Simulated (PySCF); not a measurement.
Job file and geometry (Å, from GFN2-xTB) of an NMR shielding run on `Cc1snnc1[Si](C)(C)C`, C6H12N2SSi, PySCF 2.14.0, density-fitted response routines, GIAO PBE0/pcSseg-1 NMR shielding, non-relativistic, gas phase; density fitting, a coarse starting grid and PySCF grid level 2 are the driver's defaults:

```
$ OMP_NUM_THREADS=1 python probes_run.py task.json out

{"job": {"kind": "nmr", "xc": "PBE0", "basis": "pcSseg-1"}, "charge": 0, "multiplicity": 1}
C      2.488760    -0.837917    -0.506938
C      2.048547     0.376628     0.218901
S      3.153680     1.506022     0.903356
N      1.896098     2.433058     1.478808
N      0.772129     1.960262     1.198836
C      0.769294     0.810375     0.495312
Si    -0.895277     0.039443     0.023338
C     -0.854120    -1.838392     0.368745
C     -1.191724     0.353967    -1.836433
C     -2.213918     0.890007     1.094976
H      3.492883    -0.707833    -0.903169
H      1.804764    -1.054151    -1.324315
H      2.495238    -1.695370     0.166945
H     -0.201885    -2.368887    -0.317868
H     -0.512240    -2.048822     1.377892
H     -1.847436    -2.264165     0.266148
H     -0.413665    -0.085558    -2.454411
H     -1.218070     1.417840    -2.052593
H     -2.139105    -0.069775    -2.154717
H     -2.119244     1.969445     1.036236
H     -3.217848     0.620955     0.780795
H     -2.107273     0.612251     2.139309
```

Problem. What does the program print?

Solution. 
```
coarse grid: 19328 points
cycle   1  E = -1032.1644992515  dE =  1.330e+00  |g| = 5.993e-01  |ddm| = 4.559e+00
cycle   2  E = -1032.1249212618  dE =  3.958e-02  |g| = 7.044e-01  |ddm| = 1.218e+00
cycle   3  E = -1032.2444527432  dE = -1.195e-01  |g| = 2.031e-01  |ddm| = 8.730e-01
cycle   4  E = -1032.2542668985  dE = -9.814e-03  |g| = 4.709e-02  |ddm| = 2.587e-01
cycle   5  E = -1032.2547938435  dE = -5.269e-04  |g| = 8.559e-03  |ddm| = 6.188e-02
cycle   6  E = -1032.2548102021  dE = -1.636e-05  |g| = 3.396e-03  |ddm| = 1.479e-02
cycle   7  E = -1032.2548126615  dE = -2.459e-06  |g| = 1.132e-03  |ddm| = 4.424e-03
final grid: 177368 points
cycle   8  E = -1032.3131105397  dE = -3.599e-05  |g| = 1.137e-02  |ddm| = 3.546e-02
cycle   9  E = -1032.3130690125  dE =  4.153e-05  |g| = 1.694e-02  |ddm| = 2.657e-02
cycle  10  E = -1032.3131392901  dE = -7.028e-05  |g| = 3.639e-03  |ddm| = 2.026e-02
cycle  11  E = -1032.3131427116  dE = -3.422e-06  |g| = 4.220e-04  |ddm| = 4.234e-03
cycle  12  E = -1032.3131427452  dE = -3.355e-08  |g| = 1.997e-04  |ddm| = 5.856e-04
cycle  13  E = -1032.3131427542  dE = -9.041e-09  |g| = 4.329e-05  |ddm| = 2.181e-04
cycle  14  E = -1032.3131427545  dE = -2.647e-10  |g| = 3.097e-05  |ddm| = 7.655e-05
converged SCF energy = -1032.3131427545

GIAO shielding tensors (ppm)
atom      isotropic    diamagn.    paramagn.     s11        s22        s33       span
  0 C      172.926     247.851     -74.925    158.753    176.113    183.912     25.159
  1 C       15.220     266.435    -251.215    -75.673      0.819    120.516    196.189
  2 S      -60.094    1058.101   -1118.195   -497.805    141.120    176.404    674.210
  3 N     -190.108     319.752    -509.860   -501.718   -167.978     99.372    601.090
  4 N     -225.524     328.191    -553.715   -615.291   -203.169    141.888    757.179
  5 C       27.983     255.759    -227.776    -34.396     15.230    103.115    137.512
  6 Si     357.686     882.773    -525.087    334.560    359.117    379.381     44.821
  7 C      187.149     255.961     -68.813    184.085    185.797    191.564      7.479
  8 C      187.086     255.052     -67.965    183.245    186.051    191.963      8.718
  9 C      187.645     254.242     -66.598    183.878    186.660    192.397      8.519
 10 H       28.657      28.261       0.396     22.072     28.448     35.450     13.379
 11 H       28.899      32.489      -3.590     23.037     29.957     33.701     10.664
 12 H       29.026      30.131      -1.105     24.712     27.440     34.927     10.214
 13 H       31.235      33.640      -2.406     26.464     29.666     37.574     11.110
 14 H       31.400      32.770      -1.370     27.875     28.557     37.768      9.893
 15 H       31.338      31.099       0.239     26.670     28.806     38.538     11.867
 16 H       31.350      32.870      -1.520     26.125     30.061     37.864     11.739
 17 H       31.380      31.615      -0.235     27.000     28.862     38.276     11.276
 18 H       31.468      30.752       0.716     27.331     28.357     38.716     11.385
 19 H       30.306      31.109      -0.804     25.141     27.584     38.193     13.052
 20 H       31.442      30.110       1.331     26.744     29.114     38.467     11.723
 21 H       31.098      31.351      -0.253     27.082     28.228     37.985     10.902
```

Problem. Turn these shieldings into chemical shifts. References, each an isolated molecule treated in the same way: ¹³C (σ = 186.93 ppm) and ²⁹Si (σ = 349.16 ppm) and ¹H (σ = 31.72 ppm) against TMS; ³³S (σ = 503.73 ppm) vs CS2; NH3 for ¹⁵N (σ = 267.73 ppm).

Solution. Averaging equivalent atoms: C 1: 171.7; C 5: 158.9; C 0: 14.0; C 7/8/9: -0.4; S 2: 564; N 4: 493.3; N 3: 457.8; Si 6: -8.5; H 10/11/12: 2.86; H 13/14/15/16/17/18/19/20/21: 0.49 ppm. Experimental scales use liquid or dissolved standards, which lie at an offset from isolated NH3 (liquid NH3: subtract about 20 ppm). Unscaled 15N shifts of sp2 nitrogen come out 20 to 40 ppm too high even then.

Size and cost of the density-fitted run: 244 basis functions, roughly 2.6 core-minutes.
